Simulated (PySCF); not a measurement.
C₆ coefficients of unlike pairs at UHF

Calculated with PySCF 2.14 from the dipole response of each species, C₆(A,B) = (3/π) ∫ α_A(iu) α_B(iu) du, in atomic units, from isotropic polarisabilities. For ions this is the dispersion term alone; charge-induced terms of lower order in 1/R come first.

```
species           configuration                          basis     relativity  α (bohr³)  C₆ (like pair)
   Ti³⁺           [Ar] 3d1 (2D)      def2-QZVPPD (11s6p5d3f2g)           none      2.173           5.567
    Mg⁺           [Ne] 3s1 (2S)  aug-cc-pCVQZ-DK (10s9p7d5f3g)  spin-free X2C      38.52           177.7
     Se  [Ar] 3d10 4s2 4p4 (3P)        aug-cc-pVDZ-DK (6s5p3d)  spin-free X2C      23.69           196.7
      S       [Ne] 3s2 3p4 (3P)       dyall-acv3z (19s12p6d4f)  spin-free X2C      18.91           129.2
```

(1) Estimate C₆ for S with Ti³⁺.

No spin-orbit coupling is included.

The other pairs:

| pair | C₆ |
| --- | --- |
| Se, Mg⁺ | 164.1 |
| S, Se | 159.3 |
| S, Mg⁺ | 132.2 |
| Se, Ti³⁺ | 27.98 |
| Mg⁺, Ti³⁺ | 19.13 |

Results:

(1) The integral gives 22.97. The combination rule 2 C_A C_B / (C_A α_B/α_A + C_B α_A/α_B) gives 22.73 and the geometric mean 26.82.
